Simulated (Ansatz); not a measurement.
`[CH3][AlH][SiH2]S` + `C=CBr` → `[SiH3]S` + `C=[C](Br)[AlH][CH3]`  (formal exchange of groups at the Si–Al bond)

Isolated molecules relaxed with PBE0-D4/def2-TZVP in Ansatz; ΔE leaves out vibrations. CCSD(T)/CBS is the MP2 limit (def2-TZVPP, def2-QZVPP) plus CCSD(T) − MP2 in def2-TZVPP, frozen cores. Functionals use def2-TZVPP. For Br outer-core shells are correlated without core-valence functions, which leaves a few kJ/mol of doubt a bond. Scalar relativity is left out up to krypton. One conformer a species, not always the lowest.

```
             level  ΔE (eV)
            PBE-D4    -0.03
           ωB97X-V    -0.15
           ωB97M-V    -0.22
            B2PLYP    -0.19
SCS-MP2/def2-TZVPP    -0.25
     HF/def2-QZVPP    -0.21
    MP2/def2-QZVPP    -0.26
      HF/CBS(def2)    -0.21
```

(1) What does CCSD(T)/CBS give? (An estimate is asked.)

Largest T1 diagnostic among the species: 0.011.

Results:

(1) Computed: -0.18 eV. The listed levels differ from it by 0.15, 0.03, -0.04, -0.01, -0.07, -0.03, -0.08, -0.03 eV.

The D4 term adds −0.03 eV with B3LYP and −0.02 eV with PBE0; it sums over pairs of atoms, weighted by their polarisabilities, and B3LYP, whose exchange is more repulsive, gets the larger term.

B3LYP here is the variant with VWN-RPA as its local correlation; programs differ in this.
